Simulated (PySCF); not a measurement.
Dipole moment and polarisability of `C#C[SiH2][SiH2][SiH2]CC`

C₄H₁₂Si₃.
Atom-mapped SMILES: `[CH:1]#[C:2][SiH2:3][SiH2:4][SiH2:5][CH2:6][CH3:7]` (hydrogens: H8 on C1; H9, H10 on Si3; H11, H12 on Si4; H13, H14 on Si5; H15, H16 on C6; H17, H18, H19 on C7)

Geometry (GFN2-xTB, Å), atoms numbered from 1 in this order:
```xyz
19
C4H12Si3 angstrom
C      2.257    1.864   -1.571
C      2.492    1.009   -0.758
Si     2.817   -0.330    0.480
Si     1.059   -1.848    0.433
Si    -1.049   -0.992    0.855
C     -1.484    0.343   -0.432
C     -2.807    1.037   -0.137
H      2.062    2.616   -2.282
H      4.144   -0.859    0.134
H      2.954    0.360    1.772
H      1.091   -2.560   -0.858
H      1.352   -2.912    1.410
H     -2.138   -1.982    0.843
H     -1.117   -0.357    2.182
H     -0.688    1.091   -0.473
H     -1.529   -0.106   -1.427
H     -3.620    0.315   -0.109
H     -2.767    1.537    0.828
H     -3.040    1.783   -0.897
```

Level: CAM-B3LYP/def2-SVPD (PySCF), static field, nuclei fixed, core orbitals frozen in the response. The polarisability tensor in these axes (au):

```
x   146.28  -3.00  -0.58
y    -3.00 132.32 -16.76
z    -0.58 -16.76 116.81
```

Problem. What are the eigenvalues, a third of the trace, and Δα (Δα² = ½Σ(αi − αj)² over the three pairs)?

Solution. Principal values 105.98, 141.93 and 147.49 au; mean 131.80 au = 19.53 Å³ = 21.73 × 10⁻⁴⁰ C²·m²/J; Δα = 39.03 au (30 % of the mean).

Problem. What is the dipole moment, and where does it point?

Solution. (-0.51, 0.37, -0.54) D, 0.83 D in size, pointing from the negative to the positive side. Measured along this direction, the outermost atoms are H12 and H9 at the negative end and H19 at the positive end.

Problem. In TDDFT the mean static polarisability is Σ f/ω² over all singlet excitations (ω in hartree). How much of it do the 8 lowest give? Their energies (eV) and oscillator strengths: 6.06, 0.0042; 6.30, 0.0120; 6.32, 0.0051; 6.78, 0.1934; 6.98, 0.0175; 7.10, 0.0055; 7.41, 0.0167; 7.50, 0.0400.

Solution. They add up to 4.61 au, 3.5 % of the 131.80 au; the largest single term is 3.11 au, from the state at 6.78 eV. Terms in order: 0.08, 0.22, 0.09, 3.11, 0.27, 0.08, 0.23, 0.53 au. Higher excitations give the rest. The strengths listed sum to 0.294.

Problem. How large is μ²/3kT at 273 K beside α?

Solution. In Gaussian units μ²/3kT = 6.09 Å³ against 19.53 Å³, a ratio of 0.31; the Debye molar polarisation (4π/3)N_A(α + μ²/3kT) is 64.6 cm³/mol, leaving out the vibrational part.

Problem. Molar refractivity from α?

Solution. Lorentz–Lorenz: R = (4π/3)N_A α = 2.5225 cm³/(mol·Å³) × 19.53 Å³ = 49.3 cm³/mol, in the limit of long wavelengths.

Isolated species at its GFN2-xTB geometry (one conformer only).
